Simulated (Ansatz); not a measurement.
Mulliken charges of CH₅BSSeSi, SMILES `BC(=[Se])[SiH2]S` from PBE/def2-TZVPP in Ansatz (PBE0-D4/def2-TZVP geometry).

| atom | x (Å) | y (Å) | z (Å) | charge (e) |
| --- | --- | --- | --- | --- |
| B1 | -1.613 | 0.939 | 0.533 | -0.190 |
| C2 | -0.367 | 0.508 | -0.237 | -0.002 |
| Se3 | -0.038 | 2.229 | -0.568 | 0.019 |
| Si4 | 0.712 | -0.923 | -0.731 | 0.284 |
| S5 | 1.604 | -1.722 | 1.032 | -0.218 |
| H6 | -1.551 | 1.081 | 1.719 | 0.027 |
| H7 | -2.666 | 0.968 | -0.037 | 0.029 |
| H8 | -0.126 | -2.014 | -1.282 | -0.038 |
| H9 | 1.719 | -0.447 | -1.708 | -0.037 |
| H10 | 2.328 | -0.617 | 1.279 | 0.125 |

By hand: the dipole of these point charges (1 e Å = 4.8032 D).

Σ q r = (0.272, 0.049, -0.227) e Å, of length 0.358 e Å = 1.72 D.

How does the dipole of the full density compare? (Estimate.)

Ansatz gave: (0.303, -0.028, -0.163) e Å, 1.66 D; the point charges give 1.04 times that, at 17° from its direction.

Point charges leave out the atoms' own dipoles, such as those of lone pairs, and Mulliken's split depends on the basis, so the close match here is no proof of good charges.
